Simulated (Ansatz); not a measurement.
FGeH3OSi (`F[SiH]1[O][GeH2]1`) at its PBE0-D4/def2-TZVP geometry, where that method's forces vanish. Charge 0, multiplicity 1.

```tsv
atom	x (Å)	y (Å)	z (Å)
F1	-0.135	0.352	2.336
Si2	-0.541	-0.251	0.925
O3	-0.850	0.810	-0.266
Ge4	0.756	-0.013	-0.904
H5	-1.530	-1.312	1.203
H6	0.467	-0.659	-2.267
H7	1.834	1.073	-1.026
```

Q: For each bond, give half the difference of the two atoms' forces along it (eV/Å; positive pushes the atoms apart) under PBE-D4, r2SCAN-D4, B3LYP-D4, ωB97M-V in def2-TZVPP. (An estimate is asked.)

A: Ansatz gave: 
```
   bond  length (Å)  PBE-D4  r2SCAN-D4  B3LYP-D4  ωB97M-V
 F1–Si2       1.588    0.45       0.03      0.16     0.16
 Si2–O3       1.624    0.55       0.12      0.10    -0.04
Si2–Ge4       2.255    0.16       0.07      0.23     0.08
 Si2–H5       1.477   -0.09      -0.05     -0.18    -0.20
 O3–Ge4       1.913    0.55       0.16      0.30     0.03
 Ge4–H6       1.536    0.04      -0.05     -0.06    -0.09
 Ge4–H7       1.535    0.05      -0.04     -0.06    -0.10
```

B3LYP here is the variant with VWN-RPA as its local correlation; programs differ in this.
